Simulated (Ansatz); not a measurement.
Compare A (`C/N=[CH]\[GeH3]`) with its isomer B (`C=[C](N)[GeH3]`).

Isolated molecules relaxed with PBE0-D4/def2-TZVP in Ansatz; ΔE leaves out vibrations. CCSD(T)/CBS adds triple-zeta CCSD(T) − MP2 to the extrapolated MP2 energy (def2 sets, frozen cores). DFT in def2-TZVPP. B3LYP here is the variant with VWN-RPA as its local correlation; programs differ in this. For Ge outer-core shells are correlated without core-valence functions, which leaves a few kJ/mol of doubt a bond. Scalar relativity is left out up to krypton. Each species was taken in one conformer, which may not be the lowest.

A:

```xyz
11

C    -0.046    1.105   -1.268
N    -0.501    1.381    0.065
C    -0.431    0.494    0.958
Ge    0.259   -1.363    0.811
H     0.742    1.817   -1.528
H    -0.870    1.278   -1.966
H     0.337    0.085   -1.421
H    -0.796    0.779    1.949
H     1.738   -1.388    0.392
H    -0.553   -2.192   -0.198
H     0.122   -1.995    2.205
```

B:

Z-matrix (Å, degrees):
```
Ge
C 1 1.951
H 1 1.538 2 110.7
H 1 1.533 2 109.0 3 121.4
H 1 1.542 2 109.2 3 -118.6
N 2 1.385 1 115.9 3 65.4
C 2 1.337 1 119.7 3 -109.7
H 6 1.010 2 115.6 1 170.2
H 6 1.007 2 116.5 1 34.9
H 7 1.081 2 121.2 1 -0.7
H 7 1.088 2 121.7 1 178.4
```

(1) Which is lower in electronic energy at CCSD(T)/CBS, and by how much? (Estimate.)

(2) Give E(B) − E(A) in kcal/mol with CCSD/def2-TZVPP, CCSD(T)/def2-TZVPP, B3LYP-D4, B2PLYP, B3LYP, HF/def2-TZVPP, PBE-D4. (Estimate.)

Largest T1 diagnostic: 0.012.

## Answers

(1) Computed: B, by 8.8 kcal/mol.

(2) The calculation gave: CCSD/def2-TZVPP -7.9, CCSD(T)/def2-TZVPP -7.7, B3LYP-D4 -8.4, B2PLYP -8.3, B3LYP -8.1, HF/def2-TZVPP -8.1, PBE-D4 -8.3. None reverses the order clearly.

From PBE to PBE0 (25 % exact exchange), in def2-TZVPP and without D4, E(B) − E(A) moves by −1.1 kcal/mol.
